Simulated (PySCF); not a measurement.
C2H6OSSi, SMILES O=C[SiH2]CS, GFN2-xTB optimised geometry.

```
11

O      1.59    -1.84     0.00
C      0.38    -1.84     0.00
Si    -0.70    -0.26     0.00
C      0.46     1.24    -0.06
S     -0.49     2.81    -0.06
H     -0.16    -2.81     0.00
H     -1.59    -0.29    -1.17
H     -1.48    -0.25     1.25
H      1.03     1.27    -0.99
H      1.17     1.28     0.76
H     -1.09     2.63     1.12
```

Density from PBE/def2-TZVP (PySCF) at that geometry.

Minimum of the electron density along straight lines between bonded atoms, close to the bond critical point (lines longer than 1.1 times the sum of covalent radii, or with two minima, are not listed):

| bond | length / Å | ρ at the minimum / e bohr⁻³ | ∇²ρ there / e bohr⁻⁵ | position (fraction from the first atom) |
|---|---|---|---|---|
| O1–C2 | 1.203 | 0.421 | 0.03 | 0.66 |
| C2–Si3 | 1.921 | 0.115 | 0.12 | 0.61 |
| Si3–C4 | 1.900 | 0.116 | … | 0.39 |
| C4–S5 | 1.832 | 0.170 | … | 0.47 |
| C2–H6 | 1.111 | 0.273 | -0.92 | 0.65 |
| Si3–H7 | 1.462 | 0.125 | 0.17 | 0.50 |
| Si3–H8 | 1.467 | 0.123 | 0.16 | 0.50 |
| C4–H9 | 1.089 | 0.276 | -0.92 | 0.65 |
| C4–H10 | 1.089 | 0.277 | -0.93 | 0.65 |
| S5–H11 | 1.331 | … | -0.64 | 0.64 |

**Question.** Complete the blanks.

**Answer.** 
- Si3–C4, ∇²ρ there / e bohr⁻⁵: 0.14
- C4–S5, ∇²ρ there / e bohr⁻⁵: -0.24
- S5–H11, ρ at the minimum / e bohr⁻³: 0.220
